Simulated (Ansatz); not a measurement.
Ansatz (an electronic-structure program) input file for C3H3BO2, SMILES C#CB(O)C=O, CAM-B3LYP/def2-TZVPD. The structure is a stationary point at PBE0-D3(BJ)/def2-SVP. This is a generated structure with no PubChem entry under its InChIKey; it may be hypothetical. Other conformers were not sampled.

Ansatz 0.2 input:
```yaml
crystal:
  periodic: [false, false, false]
  atoms:
    - {symbol: C, position_ang: [0.89386983, 2.29237865, 0.00000000]}
    - {symbol: C, position_ang: [0.25715294, 1.25487281, -0.00000000]}
    - {symbol: B, position_ang: [-0.53935930, -0.05151383, 0.00000000]}
    - {symbol: O, position_ang: [-1.88733244, -0.08553022, 0.00000000]}
    - {symbol: C, position_ang: [0.18619840, -1.48561407, -0.00000000]}
    - {symbol: O, position_ang: [1.38598072, -1.62886977, 0.00000000]}
    - {symbol: H, position_ang: [1.46793910, 3.20234627, -0.00000001]}
    - {symbol: H, position_ang: [-2.29456350, 0.78857071, -0.00000000]}
    - {symbol: H, position_ang: [-0.48909223, -2.38797233, -0.00000000]}
basis:
  gaussian:
    orbitals: def2-TZVPD
hamiltonian:
  xc: {name: CAM-B3LYP}
```

It prints:

```
WARN ansatz: RAYON_NUM_THREADS=2 ignored (pool sized by the plan → 2); use --threads N
Functional definition: CAM-B3LYP
integrals: 0.21 GiB planned
1208 factors; their error is unknown
integrals: 0.25 GiB planned
459 factors; integrals over basis functions are off by at most 2.8e-5 eV
mean field: 1.97 GiB planned
mean field evaluation 1: about -7920.9910 eV, gradient 6.7e1 eV
mean field evaluation 2: about -7917.3399 eV, gradient 8.4e1 eV
mean field evaluation 4: about -7928.9198 eV, gradient 3.9e0 eV
mean field evaluation 8: about -7928.9450 eV, gradient 3.0e-1 eV
mean field evaluation 16: about -7928.9457 eV, gradient 7.4e-4 eV
mean field -7928.94566247 eV, -291.3833786635 hartree, gradient 2.3e-5 eV, S^2 0.000000; 0 other end points of the search recorded, 0 dependent functions left out
reference -7928.94580933 eV, -291.3833840605 hartree; 21, 21 occupied and 234, 234 virtual orbitals, 1208 factors
Total energy: -7928.94580933 eV, -291.3833840605 hartree
```

The calculation finished and met its thresholds.
